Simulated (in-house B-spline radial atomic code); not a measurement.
Values are calculated unless marked as measured or tabulated.
## Kr in an electron gas of r_s = 3.3: phase shifts, screening and friction

A nucleus sits in a uniform electron gas with a rigid positive background. The Kohn-Sham equations are solved self-consistently in the spin-unpolarised LDA (PW92), non-relativistic, on B-splines with outgoing waves at the boundary and partial waves to l = 8. The model has no lattice, no bands and no magnetic solution. Atomic units; δ_l are the phase shifts at the Fermi level, counted so that each bound state adds π, and good to about 0.0005.

The density parameter is r_s = 3.3 bohr.

```csv
l,δ_l (rad)
0,11.8289
1,9.0933
2,3.4786
3,0.0096
4,-0.0019
5,0.0000
6,-0.0001
7,0.0001
8,0.0000
```

Bound levels below the band bottom (hartree): s -9.172, p -6.943, d -2.931, s -0.6875, p -0.216 and deeper ones.

Problem. Check the Friedel sum rule, and say where the screening charge sits.

Solution. k_F = (9π/4)^(1/3)/r_s = 0.58156. The rule is Z = (2/π) Σ (2l + 1) δ_l. The terms are s 7.531, p 17.367, d 11.073, f 0.043 and -0.011 beyond, in all 36.002 against Z = 36. Bound states hold 8 s, 18 p, 10 d electrons, so the scattering states carry 0.00 in all; where a term is smaller than its bound count, the bound level has drawn weight out of the band.

Problem. Find the transport cross section and the electronic stopping of a 5 keV Kr ion (mass 83.8 u).

Solution. σ_tr = (4π/k_F²) Σ (l + 1) sin²(δ_l − δ_(l+1)). The terms for l = 0 to 3 are 0.1560, 0.7683, 0.3103, 0.0005, all together 1.2351, so σ_tr = 37.155 × 1.2351 = 45.889 bohr². With n = 3/(4π r_s³) = 0.006643, the friction coefficient is Q = n k_F σ_tr = 0.1773. For v well below v_F = 0.582, dE/dx = Q v; with 24801 eV per u at v = 1, v = √(5000/(24801 × 83.8)) = 0.0490, so dE/dx = 0.00870 hartree/bohr = 4.47 eV/nm. The largest term couples the p and d waves.
